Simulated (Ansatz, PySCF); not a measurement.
Hf(OH)3(SH) (H₄HfO₃S), SMILES [OH][Hf]([OH])([SH])[OH], multiplicity 1. Atoms are numbered in the order given.

```xyz
9

Hf    -0.0075     0.2230     0.0000
O      0.9312     0.8328    -1.5727
H      1.3587     1.1638    -2.3622
O      0.9312     0.8328     1.5727
H      1.3587     1.1638     2.3622
O     -1.8673     0.7281     0.0000
H     -2.7380     1.1265     0.0000
S     -0.0443    -2.2685     0.0000
H      1.3084    -2.3673     0.0000
```
Charge 0, spin multiplicity 1.

Coordinates come from a B3LYP-D3(BJ)/def2-SVP optimisation. The spin state was assumed, not searched. The structure was generated by enumeration; whether it is a known compound was not checked. The def2 effective core potentials stand for the cores of Hf; spin–orbit coupling is left out. Other conformers were not sampled.

Vertical ionisation energy (IE) and electron affinity (EA) in eV. Rows of orbital energies are one-electron estimates. Where ΔSCF, EOM or ADC give a negative EA the extra electron is unbound and the value depends on the basis.

```
level                                                                  IE     EA
-------------------------------------------------------------------  ----  -----
−ε(HOMO), −ε(LUMO), HF/def2-TZVP (PySCF)                             9.71  -2.08
−ε(HOMO), −ε(LUMO), PBE/def2-TZVP (PySCF)                            5.69   0.95
ΔSCF, PBE0/def2-SVPD (Ansatz), final states of multiplicity 2 and 2  9.21  -0.64
ΔSCF, PBE/def2-SVPD (Ansatz), final states of multiplicity 2 and 2   8.99  -0.46
```

Problem. What vertical singlet–triplet gap does ΔSCF give with PBE0/def2-SVPD (Ansatz, an electronic-structure program) and with PBE/def2-SVPD (Ansatz)? (An estimate is asked for; the answer gives what the named calculation found.)

Solution. 5.16 and 4.99 eV (triplet above singlet where positive).
